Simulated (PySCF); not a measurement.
Ionisation energy of Pm⁵⁴⁺ by level of theory

Pm⁵⁴⁺ [He] 2s2 2p3 [2p1/2^2 2p3/2^1, M_J = 3/2] → Pm⁵⁵⁺ [He] 2s2 2p2 [2p1/2^2, M_J = 0], as a difference of total energies. Computed with PySCF 2.14 in an uncontracted even-tempered set (17 s from 34 bohr⁻², ratio 2.4; 13 p from 45 bohr⁻², ratio 2.4; 5 d from 150 bohr⁻², ratio 2.6; 4 f from 230 bohr⁻², ratio 2.6), with the two-component X2C-1e Hamiltonian. Correlated levels: nothing frozen; the 32 highest virtual spinors dropped. "Screened" scales the spin-orbit matrix elements by Boettger's factors to mimic the two-electron term; Breit and QED terms are absent.

```
                    method  ionisation energy (eV)
           GHF (spin-free)                 11172.0
          GMP2 (spin-free)                 11171.9
 GHF (screened spin-orbit)                 10951.2
GMP2 (screened spin-orbit)                 10951.0
```

For this ion Breit and QED terms and the two-electron picture change, all absent here, outweigh the correlation shift from GHF to GMP2.

The spin-free rows relax to the high-spin LS determinant and lack the spin-orbit shift.

The labels give the starting determinants; with spin-orbit coupling the two ends relaxed to ⟨J²⟩ = 3.75, ⟨L²⟩ = 2.53, ⟨S²⟩ = 1.49 and ⟨J²⟩ = 0.00, ⟨L²⟩ = 1.33, ⟨S²⟩ = 1.33.

For comparison: 10942 ± 5 eV (theoretical estimate listed by NIST; NIST Atomic Spectra Database, ionization energies).
